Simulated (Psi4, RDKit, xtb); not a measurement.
Internal rotation in SMILES C#Cc1cccc(N)c1 (C8H7N). Scanned: dihedral C6–C7–N8–H14; all other coordinates were relaxed at GFN2-xTB. Heavy atoms are numbered in the order of the SMILES C#Cc1cccc(N)c1, hydrogens after them in the order of the atoms that carry them; the mirror image has the same energies with the sign of each dihedral reversed.

Methods: MMFF94 // GFN2-xTB (RDKit); GFN1-xTB // GFN2-xTB (xtb); PBE/def2-SVP // GFN2-xTB (Psi4); PBE-D3(BJ)/def2-SVP // GFN2-xTB (Psi4).

Energies relative to the lowest point of each profile, in kJ/mol:

```csv
φ / °,MMFF94,GFN1-xTB,PBE/def2-SVP
-165,0.8,0.0,0.0
-150,1.5,0.3,0.7
-120,8.9,8.4,10.0
-75,17.2,13.5,15.6
-60,8.9,7.2,8.5
-45,2.3,2.5,3.1
0,5.9,3.0,1.6
15,1.9,0.4,0.2
30,0.0,0.0,0.3
60,8.9,7.2,8.5
105,12.5,14.5,17.2
120,8.9,8.4,10.0
```

Task: Estimate the PBE-D3(BJ)/def2-SVP values at these points.

Result: -165: 0.0; -150: 0.6; -120: 10.0; -75: 15.6; -60: 8.4; -45: 3.1; 0: 1.6; 15: 0.2; 30: 0.3; 60: 8.5; 105: 17.2; 120: 10.0 (kJ/mol).
